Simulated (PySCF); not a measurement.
SMILES O=C1C[C@]2(CO[SiH2]C2)O1, C₅H₈O₃Si

Molfile (atoms numbered from 1):
```
C5H8O3Si
     RDKit          3D

 17 18  0  0  0  0  0  0  0  0999 V2000
    3.5807   -0.3341   -0.1237 O   0  0  0  0  0  0  0  0  0  0  0  0
    2.4013   -0.2189   -0.0495 C   0  0  0  0  0  0  0  0  0  0  0  0
    1.2779    0.1791   -0.9869 C   0  0  0  0  0  0  0  0  0  0  0  0
    0.4013   -0.0662    0.2547 C   0  0  1  0  0  0  0  0  0  0  0  0
   -0.2877    1.1708    0.8387 C   0  0  0  0  0  0  0  0  0  0  0  0
   -1.5812    1.2652    0.3112 O   0  0  0  0  0  0  0  0  0  0  0  0
   -2.2082   -0.1436   -0.2410 Si  0  0  0  0  0  4  0  0  0  0  0  0
   -0.6431   -1.1605    0.1550 C   0  0  0  0  0  0  0  0  0  0  0  0
    1.5879   -0.4284    1.0139 O   0  0  0  0  0  0  0  0  0  0  0  0
    1.1229   -0.5000   -1.8216 H   0  0  0  0  0  0  0  0  0  0  0  0
    1.3250    1.2024   -1.3505 H   0  0  0  0  0  0  0  0  0  0  0  0
    0.2540    2.0903    0.6004 H   0  0  0  0  0  0  0  0  0  0  0  0
   -0.3361    1.0679    1.9286 H   0  0  0  0  0  0  0  0  0  0  0  0
   -2.4628   -0.0106   -1.6705 H   0  0  0  0  0  0  0  0  0  0  0  0
   -3.3553   -0.5331    0.5671 H   0  0  0  0  0  0  0  0  0  0  0  0
   -0.7290   -1.6454    1.1274 H   0  0  0  0  0  0  0  0  0  0  0  0
   -0.3546   -1.9228   -0.5633 H   0  0  0  0  0  0  0  0  0  0  0  0
  1  2  2  0
  2  3  1  0
  3  4  1  0
  4  5  1  0
  5  6  1  0
  6  7  1  0
  7  8  1  0
  4  9  1  1
  9  2  1  0
  8  4  1  0
  3 10  1  0
  3 11  1  0
  5 12  1  0
  5 13  1  0
  7 14  1  0
  7 15  1  0
  8 16  1  0
  8 17  1  0
M  END
```

The calculation used GIAO B97-D/pcseg-1 magnetisability, non-relativistic, IEF-PCM benzene in PySCF 2.14.0. Geometry: GFN2-xTB.

What are the magnetisability and the molar susceptibility?

Isotropic -1228 × 10⁻³⁰ J/T², or -73.9 × 10⁻⁶ cm³/mol; principal values -1290, -1225, -1170 × 10⁻³⁰ J/T², anisotropy 104 × 10⁻³⁰ J/T² (root of half the summed squared differences of the principal values). The susceptibility is in cgs units.

Split it along the inertial axes a, b, c into diamagnetic and paramagnetic parts about the centre of mass, with the quadrupole moment.


| axis | χ (10⁻⁶ cm³/mol) | diamagnetic (10⁻⁶ cm³/mol) | paramagnetic (10⁻⁶ cm³/mol) | summed x² of all electrons (Å²) | quadrupole Θ (D Å) |
| --- | --- | --- | --- | --- | --- |
| a | -72.8 | -435.0 | 362.1 | 296.8 | -19.27 |
| b | -75.6 | -1445.4 | 1369.9 | 58.6 | +11.26 |
| c | -73.4 | -1507.7 | 1434.3 | 43.9 | +8.01 |

Anisotropies 2χaa − χbb − χcc = +3.4 and 2χbb − χaa − χcc = -4.9 × 10⁻⁶ cm³/mol. Θ is traceless in Buckingham's convention.
